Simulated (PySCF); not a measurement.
Input for PySCF: R-MP2/6-31G* on CH4 (SMILES C) with ghost functions, monomers drawn apart or pushed together.

```python
from pyscf import gto, scf, dft, mp
from pyscf.data.elements import chemcore

mol = gto.M(
    atom='''
    C    -0.02521954   -0.03456342   -0.24427788
    H     0.30674190    0.85721560    0.28550750
    H    -1.10735104   -0.00543579   -0.37181517
    H     0.44892211   -0.07179702   -1.22398833
    H     0.25411508   -0.91839595    0.32751309
    ghost-F    0.32451895    1.16700222    4.35216087
    ghost-C   -0.48849461    0.08313110    4.49422014
    ghost-F    0.27168873   -1.04327902    4.39752212
    ghost-H   -1.21655337    0.08386877    3.68245228
    ghost-H   -0.94124022    0.11429880    5.48658613
    ''',
    basis='6-31g*',
    cart=True,
    charge=0, spin=0, verbose=3, max_memory=1800)
mf = scf.RHF(mol)
mf.conv_tol = 1e-8
mf.max_cycle = 100
mf.kernel()
if not mf.converged:
    mf = mf.newton().run(mf.mo_coeff, mf.mo_occ)
pt = mp.MP2(mf, frozen=chemcore(mol)).run()
```

Question: What total energy does the run end on?

Answer: -40.3326 hartree.
